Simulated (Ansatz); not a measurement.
Calculated with Ansatz (gas phase, PBE0-D4/def2-TZVP geometries, no zero-point term in ΔE). CCSD(T)/CBS is the MP2 limit (def2-TZVPP, def2-QZVPP) plus CCSD(T) − MP2 in def2-TZVPP, frozen cores. This one scheme is used for every species. Functionals use def2-TZVPP. B3LYP here is the variant with VWN-RPA as its local correlation; programs differ in this. def2 core potentials past Kr. For Zr outer-core shells are correlated without core-valence functions, which leaves a few kJ/mol of doubt a bond. Each species was taken in one conformer, which may not be the lowest.

Reaction (formal hydrolysis of a Zr–F bond): `[F][Zr]([SH])([SH])[SH]` + H₂O → `[OH][Zr]([SH])([SH])[SH]` + H–F

| level | ΔE (kJ/mol) |
| --- | --- |
| B3LYP-D4 | 43.0 |
| ωB97X-V | 42.7 |
| B2PLYP | 42.0 |
| MP2/def2-QZVPP | 32.6 |

(1) What does CCSD(T)/CBS give? (Best estimate.)

Largest T1 diagnostic among the species: 0.018.

## Answers

(1) The calculation gave: +36.5 kJ/mol. The listed levels differ from it by 6.5, 6.2, 5.5, -3.9 kJ/mol.

From r2SCAN to r2SCAN0 (25 % exact exchange), in def2-TZVPP and without D4, ΔE moves by −4.7 kJ/mol. The D4 term adds −4.1 kJ/mol with B3LYP and −2.4 kJ/mol with PBE0; it sums over pairs of atoms, weighted by their polarisabilities, and B3LYP, whose exchange is more repulsive, gets the larger term. In def2-TZVPP, CCSD(T) changes the Hartree–Fock value by −5.2 kJ/mol (the triples alone add −0.2 kJ/mol) and MP2 by −9.2 kJ/mol.
